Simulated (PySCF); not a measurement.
**M06-2X on Ta(2+) (tantalum, charge +2)**

Configuration: [Xe] 4f14 5d2 6s1, high-spin 4F determinant (an excited configuration). All numbers are calculated (PySCF 2.14, scalar relativity through the core potential, in aug-cc-pVTZ-PP with one added diffuse shell each of s, p, d, f, g type with ECP60MDF (7s7p6d4f3g, 113 functions)).

```
Total energy                : -56.3345 hartree
One-electron energy         : -87.0315 hartree
Hartree (Coulomb) energy    : 36.7120 hartree
Exchange-correlation energy : -6.0151 hartree
⟨S²⟩                        : 3.7505
⟨L²⟩                        : 12.007
Sum of ⟨r⟩                  : 16.87 bohr
Sum of ⟨r²⟩                 : 31.83 bohr²
Time after the integrals    : of the order of 5 core-seconds
```

```json
{"shell": "5s α", "electrons": "1", "mean orbital energy (hartree)": "-3.58935", "rms radius, mean of both spins (bohr)": "1.18"}
{"shell": "5s β", "electrons": "1", "mean orbital energy (hartree)": "-3.53149", "rms radius, mean of both spins (bohr)": "1.18"}
{"shell": "5p α", "electrons": "3", "mean orbital energy (hartree)": "-2.29192", "rms radius, mean of both spins (bohr)": "1.39"}
{"shell": "5p β", "electrons": "3", "mean orbital energy (hartree)": "-2.22429", "rms radius, mean of both spins (bohr)": "1.39"}
{"shell": "5d α", "electrons": "2", "mean orbital energy (hartree)": "-0.87661", "rms radius, mean of both spins (bohr)": "2.08"}
{"shell": "6s α", "electrons": "1", "mean orbital energy (hartree)": "-0.80780", "rms radius, mean of both spins (bohr)": "2.97"}
```

Energies and moments cover only the electrons outside the core potential. Spin-orbit coupling, absent here, splits the open shell strongly.
